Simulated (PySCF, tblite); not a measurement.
Isomers of C6H9O3P, one GFN2-xTB conformer each. Single-point energies are computed at PBE0/pcSseg-1 (PySCF, gas phase, no added dispersion term), electronic only.

Problem. Rank them by PBE0/pcSseg-1 energy, lowest first (kcal/mol).
A. `[CH:1]#[C:2][CH2:3][P:4]([CH2:5][OH:6])[C:7](=[O:8])[O:9][CH3:10]` with C2–C3–P4–C5 171°, C3–P4–C5–O6 68°, P4–C5–O6–H 68°, C3–P4–C7–O8 102°, P4–C7–O9–C10 178°
B. `[CH3:1][P@@:2](=[O:3])([CH2:4][OH:5])[c:6]1[cH:7][cH:8][o:9][cH:10]1` with C1–P2–C4–O5 -72°, P2–C4–O5–H -47°, C1–P2–C6–C7 -59°

Solution. B (0.0), A (53.0).

As drawn, the lower has an aromatic ring and a P=O bond, which the higher lacks; the higher has a C=O bond, a C≡C bond and a C(=O)–O unit, which the lower lacks. GFN2-xTB itself gives, in the same order: 0.0, 72.6. Both levels put the same isomer lowest.

Problem. Which frontier levels, dipoles and rotational constants go with these structures?

Solution. 
```json
{"SMILES": "C[P@@](=O)(CO)c1ccoc1", "HOMO (eV, PBE0/pcSseg-1)": "-7.22", "LUMO (eV)": "-0.33", "dipole (D)": "3.79", "A, B, C (MHz)": "2382, 697.5, 668.1"}
{"SMILES": "C#CCP(CO)C(=O)OC", "HOMO (eV, PBE0/pcSseg-1)": "-7.14", "LUMO (eV)": "-0.52", "dipole (D)": "1.64", "A, B, C (MHz)": "1456, 907.5, 609.5"}
```

Problem. What happens when harmonic zero-point energies from GFN2-xTB frequencies are added?

Solution. 
```tsv
SMILES	ZPE (kcal/mol)	electronic (kcal/mol)	with ZPE (kcal/mol)
C[P@@](=O)(CO)c1ccoc1	88.5	0.0	0.0
C#CCP(CO)C(=O)OC	86.1	53.0	50.6
```

The zero-point energies span 2.4 kcal/mol. The order is unchanged.
